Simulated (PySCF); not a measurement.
**A ladder of Hamiltonians for Sm(44+) (samarium, charge +44)**

Occupied: 1s1/2, 2s1/2, 2p1/2, 2p3/2, 3s1/2, 3p1/2, 3p3/2. Hartree-Fock calculated with PySCF 2.14 in an uncontracted even-tempered set (17 s from 4.5 bohr⁻², ratio 2.7; 14 p from 5.4 bohr⁻², ratio 2.7), Gaussian nucleus throughout. NR is non-relativistic, sf-X2C the spin-free one-electron X2C Hamiltonian, X2C adds the bare one-electron spin-orbit term, X2C-SNSO screens it by Boettger's factors, DC is four-component Dirac-Coulomb, and the Gaunt and Breit terms are added at first order (total energies over the DC spinors, levels after relaxing the spinors in that mean field). QED terms are absent. Levels marked empty are virtual spinors of this ion; the basis has s and p functions only, so 3d, which can lie below the n = 4 levels, is absent.

```tsv
level (eV)	NR	sf-X2C	X2C	X2C-SNSO
1s1/2	-47192.7	-49788.6	-49780.8	-49781.3
2s1/2	-9741.4	-10444.2	-10441.9	-10442.1
2p1/2	-9393.7	-9610.2	-10057.9	-10041.8
2p3/2	-9393.7	-9610.2	-9417.8	-9423.8
3s1/2	-3781.1	-3986.4	-3985.7	-3985.7
3p1/2	-3636.6	-3717.1	-3827.5	-3823.5
3p3/2	-3636.6	-3717.1	-3669.1	-3670.6
4s1/2 (empty)	-1909.5	-1985.7	-1985.6	-1985.6
4p1/2 (empty)	-1855.7	-1889.7	-1928.8	-1927.4
4p3/2 (empty)	-1855.7	-1889.7	-1872.8	-1873.3
```

Task: Where do the four-component calculations put these levels?

Result: 1s1/2: DC -49831.2, DC+Gaunt -49691.1, DC+Breit -49701.5; 2s1/2: DC -10448.4, DC+Gaunt -10433.6, DC+Breit -10434.7; 2p1/2: DC -10044.6, DC+Gaunt -10020.4, DC+Breit -10022.8; 2p3/2: DC -9428.9, DC+Gaunt -9411.9, DC+Breit -9414.4; 3s1/2: DC -3987.2, DC+Gaunt -3983.8, DC+Breit -3984.2; 3p1/2: DC -3824.2, DC+Gaunt -3818.4, DC+Breit -3819.1; 3p3/2: DC -3671.7, DC+Gaunt -3667.7, DC+Breit -3668.4; 4s1/2 (empty): DC -1986.1, DC+Gaunt -1984.8, DC+Breit -1985.0; 4p1/2 (empty): DC -1927.7, DC+Gaunt -1925.6, DC+Breit -1925.9; 4p3/2 (empty): DC -1873.7, DC+Gaunt -1872.2, DC+Breit -1872.5 (eV).

| Hamiltonian | E (hartree) | E − E(DC) (hartree) | CPU seconds |
| --- | --- | --- | --- |
| NR | -8336.3177 | 386.5952 | 0.65 |
| sf-X2C | -8713.9340 | 8.9789 | 0.39 |
| X2C | -8720.1951 | 2.7178 | 0.36 |
| X2C-SNSO | -8719.7776 | 3.1353 | 0.23 |
| DC | -8722.9128 | 0.0000 | 18 |
| DC+Gaunt | -8713.6218 | 9.2911 | 28 |
| DC+Breit | -8714.5281 | 8.3847 | 98 |

Weight of the small component: 1s1/2 0.0531, 2s1/2 0.0119, 2p1/2 0.0119, 2p3/2 0.0111, 3s1/2 0.00440, 3p1/2 0.00431, 3p3/2 0.00411, 4s1/2 0.00198, 4p1/2 0.00200, 4p3/2 0.00191.

Koopmans' value for the highest occupied level at DC+Breit: 3668.4 eV, against an ionisation energy of 3669 ± 4 eV (theoretical estimate listed by NIST; NIST Atomic Spectra Database, ionization energies); the former lacks relaxation, correlation, QED and recoil.

The whole ladder took 150 s of wall time on 1 thread of Intel(R) Xeon(R) Platinum 8375C CPU @ 2.90GHz (shared host), launched as `OMP_NUM_THREADS=1 python relrun2.py TASK.json OUT` (a driver that calls PySCF for each Hamiltonian).
